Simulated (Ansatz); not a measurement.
Abridged output of a molecular run in Ansatz:

```
Functional definition: HF
2447 factors; integrals over basis functions are off by at most 1.1e-3 eV
mean field evaluation 1: about -13434.6860 eV, gradient 5.6e1 eV
mean field evaluation 2: about -13434.9119 eV, gradient 5.6e1 eV
mean field evaluation 4: about -13442.4665 eV, gradient 5.0e0 eV
mean field evaluation 8: about -13442.5696 eV, gradient 3.1e-1 eV
mean field -13442.57009893 eV, -494.0053394344 hartree, gradient 1.3e-6 eV, S^2 0.000000; 0 other end points of the search recorded, 0 dependent functions left out
11 core orbitals not correlated: weight in the atoms' cores, before any rotation towards them, 1.000 or more for the frozen orbitals, at most 0.000 for the correlated occupied ones
reference -13442.57009893 eV, -494.0053394344 hartree; 21, 21 occupied and 392, 392 virtual orbitals, 2447 factors
second order -32.20001037 eV of doubles, -0.00000000 eV of singles
cycle   1  -33.31468088 eV  change    -1.1e0 eV  update   1.1e-1
cycle   2  -34.06859144 eV  change   -7.5e-1 eV  update   3.1e-2
cycle   3  -34.18928719 eV  change   -1.2e-1 eV  update   1.3e-2
cycle   4  -34.18362602 eV  change    5.7e-3 eV  update   3.5e-3
cycle   5  -34.18367001 eV  change   -4.4e-5 eV  update   1.8e-3
cycle   6  -34.18380425 eV  change   -1.3e-4 eV  update   5.6e-4
cycle   7  -34.18357495 eV  change    2.3e-4 eV  update   2.1e-4
cycle   8  -34.18357343 eV  change    1.5e-6 eV  update   6.6e-5
cycle   9  -34.18357725 eV  change   -3.8e-6 eV  update   1.9e-5
perturbative correction -1.33612304 eV, -0.0491016162 hartree
Total energy: -13478.08979923 eV, -495.3106643442 hartree
```

Its atoms:

Cartesian coordinates in Å:
```
C 2.797 -1.335 0.181
C 1.784 -0.275 -0.249
Al -0.037 -0.501 0.452
N -0.340 -1.867 1.545
C -1.523 0.707 -0.022
C -1.173 2.170 0.251
C -1.934 0.524 -1.484
H 2.492 -2.337 -0.136
H 3.793 -1.157 -0.239
H 2.909 -1.368 1.268
H 2.139 0.723 0.041
H 1.726 -0.233 -1.345
H -1.227 -2.082 1.972
H 0.350 -2.543 1.830
H -2.383 0.439 0.607
H -0.296 2.488 -0.324
H -1.995 2.839 -0.032
H -0.952 2.358 1.307
H -2.269 -0.495 -1.701
H -1.107 0.747 -2.167
H -2.756 1.199 -1.757
```

Question: Which basis set was used?
A. def2-SVPD
B. def2-TZVPPD
C. def2-TZVPP
D. cc-pV(Q+d)Z

Answer: C. It gives 424 functions.

Question: Write the keys of the input that set method, charge and spin (a neutral closed shell needs none for the last two).

Answer: 
```yaml
correlation: {method: ccsd_t}
```
